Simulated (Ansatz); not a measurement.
```yaml
crystal:
  periodic: [false, false, false]
  atoms:
    - {symbol: Ga, position_ang: [-0.407433, 1.663141, -0.375408]}
    - {symbol: F, position_ang: [-0.556364, 2.206928, -2.057088]}
    - {symbol: F, position_ang: [-0.681695, 2.847962, 0.915608]}
    - {symbol: P, position_ang: [1.639309, 0.397208, -0.017970]}
    - {symbol: Ga, position_ang: [0.407312, -1.663134, 0.375782]}
    - {symbol: F, position_ang: [0.680746, -2.849378, -0.914103]}
    - {symbol: F, position_ang: [0.558174, -2.204885, 2.057928]}
    - {symbol: P, position_ang: [-1.639541, -0.397359, 0.017614]}
    - {symbol: H, position_ang: [2.461981, 0.839821, 1.057441]}
    - {symbol: H, position_ang: [2.549207, 0.372242, -1.113693]}
    - {symbol: H, position_ang: [-2.550625, -0.372209, 1.112399]}
    - {symbol: H, position_ang: [-2.461070, -0.840337, -1.058519]}
basis:
  gaussian: {orbitals: def2-TZVP, initial_orbitals: start.molden}
total_charge: 1
magnetization: {spin_polarized: true, initial_magnetization: 1}
hamiltonian: {xc: hse06, dispersion: d4}
scf: {omitted_lower_state_checks: [starts]}
output: {orbitals: {seedname: orbitals}}
```

The file start.molden holds the orbitals of an earlier run on this structure, at another level or in another basis.

```sh
$ ansatz run in.yaml --threads 4 --pin off --events-out ev --progress --plain --max-ram 4787MiB
```

Question: Does this run fit into the memory that it is given?

Answer: No. It has 318 basis functions, and Ansatz plans for 4.85 GiB where 4.67 GiB are given.
